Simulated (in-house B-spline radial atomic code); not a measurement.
Ionising Ta II (Ta+) with different functionals

Computed with an all-electron radial atomic-structure program (B-spline basis): four-component Dirac-Coulomb Hamiltonian, Fermi nucleus of rms radius 5.3507 fm, spin-restricted, spherical fractional occupations for the functionals. The ionisation energy is the difference of two self-consistent energies, [Xe] 4f14 5d3 6s1 → [Xe] 4f14 5d3, without Breit or QED terms; ε is the level of the shell that loses the electron (mean over j).

Hybrids are left out here: with spherical fractional occupations of an open shell their exact exchange keeps a self-interaction that integer-occupation calculations don't have.

| method | rung | ΔSCF (eV) | -ε(6s) (eV) |
| --- | --- | --- | --- |
| LDA VWN5 | LDA | 15.30 | 11.90 |
| relativistic LDA | LDA | ? | ? |
| LDA PW92 | LDA | 15.30 | 11.90 |
| LDA exchange-only | LDA | 14.28 | 10.89 |
| PBE | GGA | 14.97 | 11.62 |
| PBEsol | GGA | 14.97 | 11.66 |
| BLYP | GGA | ? | ? |
| RPBE | GGA | 14.82 | 11.49 |
| PW91 | GGA | 15.03 | 11.68 |
| BP86 | GGA | 15.16 | 11.82 |
| AM05 | GGA | 14.92 | 11.59 |
| OLYP | GGA | 14.57 | 11.21 |

Q: What does BLYP give?

A: ΔSCF 15.05 eV, and -ε(6s) = 11.61 eV.

Q: What does relativistic LDA give?

A: ΔSCF 15.25 eV, and -ε(6s) = 11.86 eV.

Q: How do they compare with the NIST value?

A: NIST lists 16.2 eV ± 0.5 (semi-empirical, ground level to ground level). Errors run from -1.92 to -0.90 eV. The correlated functionals all miss on the same side by more than they spread, so the cause is common to them (Breit-QED terms, spin polarisation, the choice among j levels, multiplet and fine-structure energies, or a listed next ion that isn't the cheapest removal here) and closeness doesn't rank the functionals.
